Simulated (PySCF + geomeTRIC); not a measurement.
Method: PBE0-D4/def2-SVP (PySCF + geomeTRIC). fastk is a local helper that only speeds up exchange builds. No frequencies were computed at this level.

```python
import json, numpy as np
from pyscf import gto, dft
from fastk import lowrank_exchange
atoms = """
In    -0.051606    -0.029935    -0.028741
H     -0.622689     1.261959    -0.963530
H     -0.929561    -0.440674     1.360299
H      0.773691    -1.272929    -0.830493
C      1.246990     2.127572     1.757447
N      1.741384     1.010179     0.970096
C      2.640025     1.481706    -0.070587
C      2.416332     0.047301     1.824629
H      2.062429     2.664437     2.258151
H      0.546449     1.752727     2.505830
H      0.709655     2.814646     1.101205
H      2.964529     0.630835    -0.672393
H      3.518567     1.987400     0.349301
H      2.100006     2.172776    -0.720313
H      3.283243     0.490318     2.330662
H      1.710427    -0.321861     2.570867
H      2.744101    -0.798437     1.217474
"""
def scf(charge, spin, dm0=None):
    mol = gto.M(atom=atoms, basis='def2-svp', ecp={'In': 'def2-svp'}, charge=charge, spin=spin, verbose=3, max_memory=10080)
    mf = dft.KS(mol, xc='pbe0').density_fit(auxbasis="def2-universal-jkfit")
    mf.disp = 'd4'
    mf.grids.level = 3
    mf.conv_tol = 1e-8
    mf.max_cycle = 60
    mf.kernel(dm0)
    if not mf.converged:
        mf = mf.newton().run(mf.mo_coeff, mf.mo_occ).undo_soscf()
    return mf
mf = scf(0, 0)
from pyscf.geomopt.geometric_solver import kernel as optimize
path = []
done, mol = optimize(mf, maxsteps=80, assert_convergence=False, callback=lambda env: path.append((env["energy"], bool(env["g_scanner"].converged))))
res = dict(converged=bool(done and path[-1][1]), energy=path[-1][0], path=[e for e, c in path], xyz=mol.atom_coords(unit="Angstrom").tolist(), nao=mol.nao)
json.dump(res, open("result.json", "w"))
```

Output:

```
converged SCF energy = -366.047430273043
Geometry optimization cycle 1
converged SCF energy = -366.047430273
cycle 1: E = -366.047430273  dE = -366.047  norm(grad) = 0.0336135
Geometry optimization cycle 2
converged SCF energy = -366.051170534312
cycle 2: E = -366.051170534  dE = -0.00374026  norm(grad) = 0.0092361
Geometry optimization cycle 3
converged SCF energy = -366.051425687813
cycle 3: E = -366.051425688  dE = -0.000255154  norm(grad) = 0.00453084
Geometry optimization cycle 4
converged SCF energy = -366.051486939154
cycle 4: E = -366.051486939  dE = -6.12513e-05  norm(grad) = 0.00130659
Geometry optimization cycle 5
converged SCF energy = -366.051491712357
cycle 5: E = -366.051491712  dE = -4.7732e-06  norm(grad) = 0.000383212
Geometry optimization cycle 6
converged SCF energy = -366.05149231456
cycle 6: E = -366.051492315  dE = -6.02203e-07  norm(grad) = 7.72327e-05
Geometry optimization cycle 7
converged SCF energy = -366.051492531783
cycle 7: E = -366.051492532  dE = -2.17223e-07  norm(grad) = 6.34982e-05
<class 'geometric.internal.Distance'> : 16
<class 'geometric.internal.Angle'> : 29
<class 'geometric.internal.OutOfPlane'> : 1
<class 'geometric.internal.Dihedral'> : 36
<class 'geometric.internal.TranslationX'> : 1
<class 'geometric.internal.TranslationY'> : 1
<class 'geometric.internal.TranslationZ'> : 1
<class 'geometric.internal.RotationA'> : 1
<class 'geometric.internal.RotationB'> : 1
<class 'geometric.internal.RotationC'> : 1
Step    0 : Gradient = 8.152e-03/1.343e-02 (rms/max) Energy = -366.0474302730
Step    1 : Displace = 4.236e-02/8.234e-02 (rms/max) Trust = 1.000e-01 (=) Grad = 2.240e-03/4.909e-03 (rms/max) E (change) = -366.0511705343 (-3.740e-03) Quality = 0.848
Step    2 : Displace = 7.149e-03/1.461e-02 (rms/max) Trust = 1.414e-01 (+) Grad = 1.099e-03/2.759e-03 (rms/max) E (change) = -366.0514256878 (-2.552e-04) Quality = 1.338
Step    3 : Displace = 5.707e-03/1.212e-02 (rms/max) Trust = 2.000e-01 (+) Grad = 3.169e-04/8.944e-04 (rms/max) E (change) = -366.0514869392 (-6.125e-05) Quality = 1.093
Step    4 : Displace = 1.856e-03/4.400e-03 (rms/max) Trust = 2.828e-01 (+) Grad = 9.294e-05/2.728e-04 (rms/max) E (change) = -366.0514917124 (-4.773e-06) Quality = 1.135
Step    5 : Displace = 8.623e-04/2.045e-03 (rms/max) Trust = 3.000e-01 (+) Grad = 1.873e-05/4.255e-05 (rms/max) E (change) = -366.0514923146 (-6.022e-07) Quality = 1.230
Step    6 : Displace = 6.330e-04/1.330e-03 (rms/max) Trust = 3.000e-01 (=) Grad = 1.540e-05/3.108e-05 (rms/max) E (change) = -366.0514925318 (-2.172e-07) Quality = 2.443
Converged! =D
```

Cost: around 4 core-minutes (rough).
